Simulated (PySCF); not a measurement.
C₃H₅BO₂.
SMILES with atom numbers: `[BH2-:1]1[O:2][CH:3]=[CH:4][CH:5]=[O+:6]1` (hydrogens: H7, H8 on B1; H9 on C3; H10 on C4; H11 on C5)

Method used: core-valence-separated Tamm–Dancoff BHandHLYP/aug-pcX-1 (pcseg-1 on H) in PySCF, non-relativistic, gas phase, PBE0-D3(BJ)/def2-SVP geometry.

Computed boron K-edge spectrum, Gaussian lines of 0.3 eV full width, highest printed point 100; it ends one width below the last computed root. No shift to experiment was applied.

photon energy (eV), absorption and a bar:
```
    190.7          3 #
    190.8         18 #####
    190.9         57 #################
    191.0        100 ##############################
    191.1         95 #############################
    191.2         49 ###############
    191.3         14 ####
    191.4          3 #
    191.5          8 ##
    191.6         27 ########
    191.7         48 ##############
    191.8         48 ##############
    191.9         27 ########
    192.0         10 ###
    192.1          2 #
    192.2          1 
    192.3          0
```

Q: Where are the maxima, and which lines make them up?

A: 2 maxima:
- 191.0 eV: B1 (four-coordinate boron), 191.04 eV, f = 0.066, sum of 2, 100 % of the height at the exact maximum
- 191.7 eV: B1 (four-coordinate boron), 191.76 eV, f = 0.017, 53 % of the height at the exact maximum; B1 (four-coordinate boron), 191.73 eV, f = 0.014, 44 % of the height at the exact maximum

Roots within 0.03 eV on the same or equivalent atoms count as one line; shares under 12 % aren't listed.

Vibrational structure and lifetime widths aren't in the curve. The ionisation threshold wasn't computed; near and above it a finite basis only mimics Rydberg series and continuum.
